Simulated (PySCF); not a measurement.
CH₉NSi₂, SMILES C[SiH2][SiH2]N (GFN2-xTB optimised geometry):

```
13

C      1.634    -1.608     0.000
Si    -0.270    -1.608     0.000
Si    -1.158     0.520     0.000
N      0.161     1.633    -0.100
H      2.030    -1.167     0.911
H      2.034    -2.616    -0.074
H      2.024    -1.036    -0.838
H     -0.690    -2.390     1.177
H     -0.705    -2.398    -1.163
H     -1.970     0.869    -1.171
H     -2.034     0.760     1.167
H      0.957     1.510     0.505
H     -0.036     2.616    -0.196
```

Computed with B3LYP/def2-TZVP run with PySCF 2.14.0.

Q: What are the frontier orbital energies and the dipole moment?

A: HOMO-2 -8.84 eV, HOMO-1 -8.04 eV, HOMO -7.05 eV, LUMO -0.63 eV, LUMO+1 0.35 eV; dipole moment 1.53 D.

Meta-Löwdin charges at B3LYP/def2-TZVP: C1 -0.57, Si2 0.39, Si3 0.53, N4 -0.74, H5 0.12, H6 0.13, H7 0.13, H8 -0.10, H9 -0.10, H10 -0.11, H11 -0.14, H12 0.23, H13 0.23.
